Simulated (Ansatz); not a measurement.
Gas-phase electronic energies from Ansatz, PBE0-D4/def2-TZVP geometries. CCSD(T)/CBS is the MP2 limit (def2-TZVPP, def2-QZVPP) plus CCSD(T) − MP2 in def2-TZVPP, frozen cores. This one scheme is used for every species. Functionals use def2-TZVPP. For Se outer-core shells are correlated without core-valence functions, which leaves a few kJ/mol of doubt a bond. Scalar relativity is left out up to krypton. Each species was taken in one conformer, which may not be the lowest.

Consider the ligand exchange at the Si–Se bond: `[SiH3]C[SiH2][SeH]` + H–F → `F[SiH2]C[SiH3]` + H₂Se.

`[SiH3]C[SiH2][SeH]`:

Cartesian coordinates in Å:
```
Si 0.813 0.952 1.172
C 0.072 -0.693 0.651
Si -0.210 -0.861 -1.186
Se -1.250 0.966 -2.080
H -0.231 2.005 1.217
H 1.418 0.828 2.527
H 1.878 1.363 0.220
H 0.741 -1.505 0.959
H -0.874 -0.842 1.181
H 1.086 -0.905 -1.909
H -0.987 -2.091 -1.491
H -2.457 0.781 -1.262
```

H–F:

Cartesian coordinates in Å:
```
F -0.169 0.407 0.134
H 0.169 -0.407 -0.134
```

`F[SiH2]C[SiH3]`:

Z-matrix (Å, degrees):
```
Si
C 1 1.854
F 1 1.604 2 109.3
H 1 1.484 2 112.0 3 118.5
H 1 1.484 2 110.7 3 -118.3
Si 2 1.877 1 115.3 3 53.0
H 2 1.097 1 107.4 3 173.8
H 2 1.095 1 109.5 3 -70.4
H 6 1.488 2 109.9 1 52.6
H 6 1.485 2 110.5 1 -67.5
H 6 1.487 2 110.3 1 172.2
```

H₂Se:

Z-matrix (Å, degrees):
```
Se
H 1 1.467
H 1 1.467 2 91.2
```

CCSD(T)/CBS gives -16.0 kcal/mol.

Q: Another level gave -16.0 kcal/mol. Which?
A. PBE/def2-TZVPP
B. HF/def2-TZVPP
C. r2SCAN-D4/def2-TZVPP
D. B2PLYP/def2-TZVPP

A: A. PBE -16.0, r2SCAN-D4 -17.7, HF/def2-TZVPP -23.8, B2PLYP -19.6 kcal/mol.

Largest T1 diagnostic among the species: 0.011.

The D4 term adds +3.0 kcal/mol with B3LYP and +1.7 kcal/mol with PBE0; it sums over pairs of atoms, weighted by their polarisabilities, and B3LYP, whose exchange is more repulsive, gets the larger term. In def2-TZVPP, CCSD(T) changes the Hartree–Fock value by +6.6 kcal/mol (the triples alone add +1.1 kcal/mol) and MP2 by +8.1 kcal/mol.

B3LYP here is the variant with VWN-RPA as its local correlation; programs differ in this.
